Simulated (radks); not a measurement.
Fractional charge and spin in the 5s shell of praseodymium: the spin-up occupation runs from 0 to 1 and the spin-down occupation from 0 to 1; the fullest corner is Pr3+, [Kr] 4d10 4f(up 1, down 1) 5p6 5s(up 1, down 1). Method: scalar-relativistic Kohn-Sham, r2SCAN, spin-polarised, spherical densities, finite nucleus; meta-GGA in the generalised Kohn-Sham scheme; Fermi nuclear charge, rms radius of each element as measured or else 0.836 A^(1/3) + 0.57 fm; computed with a radial shooting solver on a logarithmic mesh with Libxc functionals. Energy (eV) minus the two flat planes that join the four corners (they meet along the diagonal where the two added fractions sum to one electron); zero is where a piecewise linear energy would lie.

down \ up,0,0.25,0.5,0.75,1
0,0.000,-1.276,-1.701,-1.275,0.000
0.25,-1.276,-1.590,-1.061,0.309,-1.221
0.5,-1.701,-1.061,0.412,-1.022,-1.626
0.75,-1.275,0.309,-1.022,-1.531,-1.218
1,0.000,-1.221,-1.626,-1.218,0.000

Corners above the fullest one (they belong to Pr4+ and the next ion): (up 1, down 0) 73.114 eV, (up 0, down 1) 73.114 eV, (up 0, down 0) 161.19 eV. With half an added electron in each spin the energy lies 0.412 eV from the planes, and with half an added electron in spin up alone -1.701 eV. The planes are only a guide here: the flat-plane condition holds for ground states with one frontier orbital, while this shell lies below other occupied shells, so the corners above the fullest one are inner-hole states and not the ground states of those ions.
